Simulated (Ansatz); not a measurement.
`FB(F)C1CC1` + H₂S → `FB(F)S` + `C1CC1` at 700 K and 1 bar (ligand exchange at a B–C bond).

Isolated molecules relaxed with PBE0-D4/def2-TZVP in Ansatz; ΔE leaves out vibrations. CCSD(T)/CBS is the MP2 limit (def2-TZVPP, def2-QZVPP) plus CCSD(T) − MP2 in def2-TZVPP, frozen cores. This one scheme is used for every species. One conformer a species, not always the lowest.

| species | CCSD(T)/CBS energy (Eh) | H − E (kJ/mol) | S (J/(mol·K)) |
| --- | --- | --- | --- |
| `FB(F)C1CC1` | -341.65520 | 288.8 | 437.6 |
| H₂S | -398.97279 | 64.8 | 236.9 |
| `FB(F)S` | -622.90532 | 96.6 | 353.7 |
| `C1CC1` | -117.73368 | 261.5 | 309.5 |

H − E and S are ideal-gas, rigid-rotor, harmonic terms from PBE0-D4/def2-TZVP, for one conformer and one mirror image of each species. 1 Eh = 2625.50 kJ/mol, R = 8.31446 J/(mol·K).

Task: By hand: ΔE, ΔH, ΔS and ΔG.

Result: ΔE = (-622.90532) + (-117.73368) − (-341.65520) − (-398.97279) = -0.01101 Eh = -28.9 kJ/mol. Δ(H − E) = 96.6 + 261.5 − 288.8 − 64.8 = 4.5, so ΔH = -24.4 kJ/mol. ΔS = 353.7 + 309.5 − 437.6 − 236.9 = -11.3 J/(mol·K). ΔG = -24.4 − 700 × (-11.3)/1000 = -16.5 kJ/mol.

Task: By hand: the equilibrium constant, and the temperature at which ΔG would vanish if ΔH and ΔS stayed fixed.

Result: log₁₀ K = −ΔG/(RT ln 10) = 1.2. ΔG = 0 at ΔH/ΔS = 2159 K, though so small a ΔS makes that figure unsure.

The number of gas molecules stays the same, so ΔS is small and ΔH decides. A doubt of 5 kJ/mol in ΔE shifts log₁₀ K by 0.4 here. Other conformers and mirror images would add mixing entropy, several J/(mol·K) or more a flexible species. These are equilibria of isolated gas molecules and say nothing of rates. Largest T1 diagnostic: 0.013 (customary marks: 0.02 for closed shells, 0.045 for open ones).
